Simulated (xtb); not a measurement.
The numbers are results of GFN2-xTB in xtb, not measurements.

```
xtb start.xyz --ohess tight --gfn 2 --chrg 0 --uhf 0 --iterations 400

# start.xyz
26

Ge    -2.791400    -0.003000     0.001800
Ge    -1.409500    -1.410400    -1.412100
Ge    -0.001700    -2.793500    -0.000500
Ge     1.410200    -1.413700     1.410300
Ge     0.002700     0.000800     2.790900
Ge    -1.410900     1.411800     1.410600
Ge    -0.001500     2.793300    -0.002100
Ge     1.413400     1.411300    -1.408900
Ge     0.000600     0.002900    -2.791000
Ge     2.793600    -0.002100     0.001000
H     -3.749200     0.831600    -0.830300
H     -3.738900    -0.841800     0.841800
H     -2.294000    -2.292200    -2.296700
H      0.834800    -3.746800    -0.835800
H     -0.839700    -3.744000     0.836700
H      2.294000    -2.296300     2.294900
H      0.840900     0.839400     3.740300
H     -0.833000    -0.831600     3.747600
H     -2.294300     2.294900     2.294900
H      0.829800     3.752700     0.831600
H     -0.841500     3.738800    -0.843100
H      2.297200     2.295100    -2.292400
H      0.835100    -0.831800    -3.746800
H     -0.836600     0.841200    -3.741500
H      3.747400     0.832700     0.837400
H      3.742600    -0.839200    -0.838700
```

Output:

```
[...]
                             8 Ge   0.664
    11   1 H    0.988 --     1 Ge   0.836
    12   1 H    0.988 --     1 Ge   0.836
    13   1 H    0.953 --     2 Ge   0.811
    14   1 H    0.988 --     3 Ge   0.836
    15   1 H    0.988 --     3 Ge   0.836
    16   1 H    0.953 --     4 Ge   0.811
    17   1 H    0.988 --     5 Ge   0.836
    18   1 H    0.988 --     5 Ge   0.836
    19   1 H    0.953 --     6 Ge   0.811
    20   1 H    0.988 --     7 Ge   0.836
    21   1 H    0.988 --     7 Ge   0.836
    22   1 H    0.953 --     8 Ge   0.811
    23   1 H    0.988 --     9 Ge   0.836
    24   1 H    0.988 --     9 Ge   0.836
    25   1 H    0.988 --    10 Ge   0.836
    26   1 H    0.988 --    10 Ge   0.836
 ---------------------------------------------------------------------------

Topologies differ in total number of bonds
Writing topology from bond orders to xtbtopo.mol

molecular dipole:
                 x           y           z       tot (Debye)
 q only:        0.003      -0.002      -0.000
   full:        0.007      -0.008      -0.003       0.029
molecular quadrupole (traceless):
                xx          xy          yy          xz          yz          zz
 q only:        0.016       0.009       0.027       0.006       0.014      -0.042
  q+dip:        0.020       0.021       0.047       0.022       0.014      -0.067
   full:        0.021       0.020       0.051       0.025       0.010      -0.072

           -------------------------------------------------
          |                Geometry Summary                 |
           -------------------------------------------------

      molecular mass/u    :      742.4025536
   center of mass at/Å    :        0.0005307      -0.0002507      -0.0000001
  moments of inertia/u·Å² :        0.3587140E+04   0.3588705E+04   0.3590567E+04
rotational constants/cm⁻¹ :        0.4699463E-02   0.4697414E-02   0.4694977E-02

 * 28 selected distances

     #   Z          #   Z                                           value/Å
     1  32 Ge       2  32 Ge                                      2.4268368
     2  32 Ge       3  32 Ge                                      2.4264134
     3  32 Ge       4  32 Ge                                      2.4264516
     4  32 Ge       5  32 Ge                                      2.4265045
     1  32 Ge       6  32 Ge                                      2.4273767
     5  32 Ge       6  32 Ge                                      2.4278417 (max)
     6  32 Ge       7  32 Ge                                      2.4270709
     7  32 Ge       8  32 Ge                                      2.4271286
     2  32 Ge       9  32 Ge                                      2.4263481
     8  32 Ge       9  32 Ge                                      2.4268902
     4  32 Ge      10  32 Ge                                      2.4274550
     8  32 Ge      10  32 Ge                                      2.4270292
     1  32 Ge      11   1 H                                       1.5186602
     1  32 Ge      12   1 H                                       1.5188621
     2  32 Ge      13   1 H                                       1.5304996
     3  32 Ge      14   1 H                                       1.5186308
     3  32 Ge      15   1 H                                       1.5187490
     4  32 Ge      16   1 H                                       1.5305564
     5  32 Ge      17   1 H                                       1.5189437
     5  32 Ge      18   1 H                                       1.5187362
     6  32 Ge      19   1 H                                       1.5304405
     7  32 Ge      20   1 H                                       1.5187377
     7  32 Ge      21   1 H                                       1.5188323
     8  32 Ge      22   1 H                                       1.5306135
     9  32 Ge      23   1 H                                       1.5187720
     9  32 Ge      24   1 H                                       1.5189145
    10  32 Ge      25   1 H                                       1.5186148 (min)
    10  32 Ge      26   1 H                                       1.5186948

 * 2 distinct bonds (by element types)

   Z      Z             #   av. dist./Å        max./Å        min./Å
   1 H   32 Ge         16     1.5217036     1.5306135     1.5186148
  32 Ge  32 Ge         12     2.4269456     2.4278417     2.4263481

           -------------------------------------------------
          |               Frequency Printout                |
           -------------------------------------------------
 projected vibrational frequencies (cm⁻¹)
eigval :       -0.00    -0.00    -0.00     0.00     0.00     0.00
eigval :       33.13    33.17    33.25    45.24    45.32    55.90
eigval :       56.03    56.07    89.27    89.34    89.35   147.19
eigval :      160.49   182.93   183.09   183.12   230.39   230.57
eigval :      231.49   231.54   231.63   248.17   248.26   248.30
eigval :      272.41   272.48   272.72   292.16   292.23   292.30
eigval :      366.63   366.69   366.78   508.86   508.98   509.02
eigval :      516.86   550.48   550.52   556.47   556.63   556.65
eigval :      568.10   568.23   568.30   587.12   587.28   608.48
eigval :      608.86   608.91   829.58   830.13   834.72   834.84
eigval :      835.57   849.69  1744.35  1744.72  1745.09  1746.92
eigval :     1797.55  1797.78  1798.00  1798.09  1799.55  1799.85
eigval :     1865.62  1865.72  1866.25  1897.92  1898.08  1898.53
 reduced masses (amu)
   1: 69.76   2: 69.45   3: 70.45   4: 70.16   5: 70.90   6: 70.39   7: 64.90   8: 64.91
   9: 64.91  10: 71.07  11: 71.07  12: 60.31  13: 60.31  14: 60.33  15: 69.44  16: 69.43
  17: 69.45  18: 71.71  19: 70.55  20: 67.85  21: 67.84  22: 67.84  23: 68.24  24: 68.33
  25:  9.78  26:  9.67  27:  9.72  28: 54.37  29: 54.33  30: 54.31  31: 65.97  32: 65.98
  33: 66.00  34: 30.04  35: 29.95  36: 29.97  37:  5.95  38:  5.95  39:  5.94  40:  1.80
  41:  1.80  42:  1.80  43:  1.01  44:  1.53  45:  1.53  46:  4.11  47:  4.11  48:  4.10
  49:  3.21  50:  3.22  51:  3.22  52:  4.50  53:  4.50  54:  5.21  55:  5.21  56:  5.21
  57:  2.10  58:  2.10  59:  2.12  60:  2.12  61:  2.12  62:  2.23  63:  1.98  64:  1.98
  65:  1.98  66:  2.07  67:  1.70  68:  1.71  69:  1.70  70:  1.70  71:  1.70  72:  1.70
  73:  2.11  74:  2.11  75:  2.11  76:  2.09  77:  2.09  78:  2.09
Molecule has the following symmetry elements: 4*(C3) 3*(C2) 3*(S4) 6*(sigma)
It seems to be the Td point group
 IR intensities (km·mol⁻¹)
   1:  0.00   2:  0.00   3:  0.00   4:  0.00   5:  0.01   6:  0.01   7:  0.00   8:  0.00
   9:  0.00  10:  0.00  11:  0.00  12:  4.42  13:  4.34  14:  4.28  15:  2.68  16:  2.71
  17:  2.68  18:  0.00  19:  0.00  20:  1.08  21:  1.10  22:  1.14  23:  0.00  24:  0.00
  25:  0.00  26:  0.00  27:  0.00  28:  1.16  29:  1.18  30:  1.17  31:  0.00  32:  0.00
  33:  0.00  34:  0.87  35:  0.84  36:  0.86  37:  0.00  38:  0.00  39:  0.00  40:  0.00
  41:  0.00  42:  0.01  43:  0.00  44:  0.06  45:  0.09  46:176.51  47:175.75  48:175.72
  49:  0.06  50:  0.05  51:  0.07  52:  0.04  53:  0.00  54:******  55:******  56:******
  57:  3.92  58:  1.39  59:656.80  60:660.24  61:662.32  62:  0.33  63:******  64:******
  65:******  66: 39.88  67:443.52  68:216.96  69:269.96  70:390.62  71:  7.26  72:  4.21
  73:  0.30  74:  0.19  75:  0.29  76:******  77:******  78:******
 Raman intensities (Ä⁴*amu⁻¹)
   1:  0.00   2:  0.00   3:  0.00   4:  0.00   5:  0.00   6:  0.00   7:  0.00   8:  0.00
   9:  0.00  10:  0.00  11:  0.00  12:  0.00  13:  0.00  14:  0.00  15:  0.00  16:  0.00
  17:  0.00  18:  0.00  19:  0.00  20:  0.00  21:  0.00  22:  0.00  23:  0.00  24:  0.00
  25:  0.00  26:  0.00  27:  0.00  28:  0.00  29:  0.00  30:  0.00  31:  0.00  32:  0.00
  33:  0.00  34:  0.00  35:  0.00  36:  0.00  37:  0.00  38:  0.00  39:  0.00  40:  0.00
  41:  0.00  42:  0.00  43:  0.00  44:  0.00  45:  0.00  46:  0.00  47:  0.00  48:  0.00
  49:  0.00  50:  0.00  51:  0.00  52:  0.00  53:  0.00  54:  0.00  55:  0.00  56:  0.00
  57:  0.00  58:  0.00  59:  0.00  60:  0.00  61:  0.00  62:  0.00  63:  0.00  64:  0.00
  65:  0.00  66:  0.00  67:  0.00  68:  0.00  69:  0.00  70:  0.00  71:  0.00  72:  0.00
  73:  0.00  74:  0.00  75:  0.00  76:  0.00  77:  0.00  78:  0.00
 output can be read by thermo (or use thermo option).
 writing <g98.out> molden fake output.
 recommended (thermochemical) frequency scaling factor: 1.0
           -------------------------------------------------
          |             Thermodynamic Functions             |
           -------------------------------------------------

td  symmetry found (for desy threshold:  0.10E+00) used in thermo

          ...................................................
          :                      SETUP                      :
          :.................................................:
          :  # frequencies                          72      :
          :  # imaginary freq.                       0      :
          :  linear?                             false      :
          :  only rotor calc.                    false      :
          :  symmetry                               td      :
          :  rotational number                      12      :
          :  scaling factor                  1.0000000      :
          :  rotor cutoff                   50.0000000 cm⁻¹ :
          :  imag. cutoff                  -20.0000000 cm⁻¹ :
          :.................................................:

    mode    ω/cm⁻¹     T·S(HO)/kcal·mol⁻¹    T·S(FR)/kcal·mol⁻¹   T·S(vib)
   ------------------------------------------------------------------------
       1     33.13    -1.67942 ( 16.15%)    -1.17847 ( 83.85%)    -1.25940
       2     33.17    -1.67864 ( 16.23%)    -1.17808 ( 83.77%)    -1.25930
       3     33.25    -1.67718 ( 16.36%)    -1.17735 ( 83.64%)    -1.25912
       4     45.24    -1.49528 ( 40.13%)    -1.08614 ( 59.87%)    -1.25034
       5     45.32    -1.49429 ( 40.29%)    -1.08564 ( 59.71%)    -1.25030
       6     55.90    -1.37056 ( 60.98%)    -1.02347 ( 39.02%)    -1.23511
       7     56.03    -1.36921 ( 61.19%)    -1.02280 ( 38.81%)    -1.23478
       8     56.07    -1.36878 ( 61.26%)    -1.02258 ( 38.74%)    -1.23467
       9     89.27    -1.09602 ( 91.04%)    -0.88483 (  8.96%)    -1.07710
      10     89.34    -1.09555 ( 91.07%)    -0.88459 (  8.93%)    -1.07670
      11     89.35    -1.09546 ( 91.07%)    -0.88455 (  8.93%)    -1.07662
      12    147.19    -0.80747 ( 98.69%)    -0.73669 (  1.31%)    -0.80654
      13    160.49    -0.75851 ( 99.07%)    -0.71107 (  0.93%)    -0.75806
      14    182.93    -0.68525 ( 99.44%)    -0.67230 (  0.56%)    -0.68518
      15    183.09    -0.68474 ( 99.45%)    -0.67203 (  0.55%)    -0.68467
      16    183.12    -0.68467 ( 99.45%)    -0.67199 (  0.55%)    -0.68460
      17    230.39    -0.55929 ( 99.78%)    -0.60395 (  0.22%)    -0.55939
      18    230.57    -0.55888 ( 99.78%)    -0.60373 (  0.22%)    -0.55898
      19    231.49    -0.55676 ( 99.78%)    -0.60255 (  0.22%)    -0.55686
      20    231.54    -0.55664 ( 99.78%)    -0.60249 (  0.22%)    -0.55674
      21    231.63    -0.55643 ( 99.78%)    -0.60237 (  0.22%)    -0.55653
      22    248.17    -0.51984 ( 99.84%)    -0.58194 (  0.16%)    -0.51994
      23    248.26    -0.51965 ( 99.84%)    -0.58183 (  0.16%)    -0.51975
      24    248.30    -0.51956 ( 99.84%)    -0.58178 (  0.16%)    -0.51966
      25    272.41    -0.47134 ( 99.89%)    -0.55434 (  0.11%)    -0.47144
      26    272.48    -0.47121 ( 99.89%)    -0.55426 (  0.11%)    -0.47130
      27    272.72    -0.47076 ( 99.89%)    -0.55400 (  0.11%)    -0.47085
      28    292.16    -0.43573 ( 99.91%)    -0.53360 (  0.09%)    -0.43581
      29    292.23    -0.43560 ( 99.91%)    -0.53352 (  0.09%)    -0.43568
      30    292.30    -0.43548 ( 99.91%)    -0.53346 (  0.09%)    -0.43557
   ------------------------------------------------------------------------

   temp. (K)  partition function   enthalpy   heat capacity  entropy
                                   cal/mol     cal/K/mol   cal/K/mol   J/K/mol
 298.15  VIB  0.208E+12            14659.195     78.059     93.556
         ROT  0.137E+07              888.752      2.981     31.060
         INT  0.285E+18            15547.947     81.040    124.615
         TR   0.196E+29             1481.254      4.968     45.673
         TOT                       17029.2009    86.0082   170.2881   712.4853

       T/K    H(0)-H(T)+PV         H(T)/Eh          T*S/Eh         G(T)/Eh
   ------------------------------------------------------------------------
    298.15    0.271378E-01    0.140536E+00    0.809094E-01    0.596263E-01
   ------------------------------------------------------------------------

         :::::::::::::::::::::::::::::::::::::::::::::::::::::
         ::                  THERMODYNAMIC                  ::
         :::::::::::::::::::::::::::::::::::::::::::::::::::::
         :: total free energy         -27.474202795702 Eh   ::
         ::.................................................::
         :: total energy              -27.533829077409 Eh   ::
         :: zero point energy           0.113397884097 Eh   ::
         :: G(RRHO) w/o ZPVE           -0.053771602390 Eh   ::
         :: G(RRHO) contrib.            0.059626281707 Eh   ::
         :::::::::::::::::::::::::::::::::::::::::::::::::::::

optimized geometry written to: xtbopt.xyz

           -------------------------------------------------
          | TOTAL ENERGY              -27.533829077409 Eh   |
          | TOTAL ENTHALPY            -27.393293434290 Eh   |
          | TOTAL FREE ENERGY         -27.474202795702 Eh   |
          | GRADIENT NORM               0.000632126794 Eh/α |
          | HOMO-LUMO GAP               4.728863698856 eV   |
           -------------------------------------------------

------------------------------------------------------------------------
```

Cost: around 13 core-seconds (rough).
